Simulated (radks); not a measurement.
Question: Radial electron density D(r) = 4 pi r^2 rho(r) of an atom or ion with 26 electrons. Method: Dirac Kohn-Sham, exchange-only PBE, spin-unpolarised, spherical densities, finite nucleus; Fermi nuclear charge, rms radius of each element as measured or else 0.836 A^(1/3) + 0.57 fm; computed with a radial shooting solver on a logarithmic mesh with Libxc functionals.

```
   r/bohr * D(r) (the largest magnitude, 84.5, reaches the edge; | marks zero)
  0.00108 |*
 0.001208 | *
  0.00134 | *
 0.001499 | *
 0.001676 |  *
 0.001875 |  *
 0.002097 |   *
 0.002346 |    *
 0.002603 |     *
 0.002911 |      *
 0.003256 |       *
 0.003642 |         *
 0.004074 |           *
 0.004557 |             *
 0.005056 |               *
 0.005656 |                 *
 0.006326 |                    *
 0.007075 |                       *
 0.007914 |                          *
 0.008852 |                             *
 0.009822 |                                *
  0.01099 |                                   *
  0.01229 |                                     *
  0.01374 |                                        *
  0.01537 |                                          *
  0.01706 |                                           *
  0.01908 |                                           *
  0.02134 |                                           *
  0.02387 |                                          *
   0.0267 |                                         *
  0.02986 |                                       *
  0.03314 |                                      *
  0.03706 |                                     *
  0.04146 |                                     *
  0.04637 |                                       *
  0.05186 |                                         *
  0.05801 |                                             *
  0.06437 |                                                 *
    0.072 |                                                    *
  0.08053 |                                                      *
  0.09007 |                                                      *
   0.1007 |                                                    *
   0.1118 |                                                *
    0.125 |                                           *
   0.1399 |                                      *
   0.1564 |                                   *
    0.175 |                                  *
   0.1957 |                                   *
   0.2172 |                                      *
   0.2429 |                                       *
   0.2717 |                                       *
   0.3039 |                                    *
   0.3399 |                              *
   0.3802 |                      *
   0.4218 |               *
   0.4718 |         *
   0.5278 |    *
   0.5903 | *
   0.6603 |*
   0.7385 *
   0.8195 *
   0.9166 *
    1.025 *
```

What is the nuclear charge?

Answer: Z = 52. The innermost maximum, from 1s, lies near gamma/Z bohr with gamma = sqrt(1 - (Z/c)^2) = 0.925, here 0.0178 bohr (found: 0.0195), and its height grows with Z. The density is that of the tellurium ion Te26+ in [Ar] 3d8; the configuration itself is not fixed sharply by these data, and Z only to a few units. D(r) has 3 maxima, at r = 0.0195, 0.0852, 0.253 bohr, and minima at 0.0386, 0.172 bohr, inside which lie 2.04, 11.30 electrons.
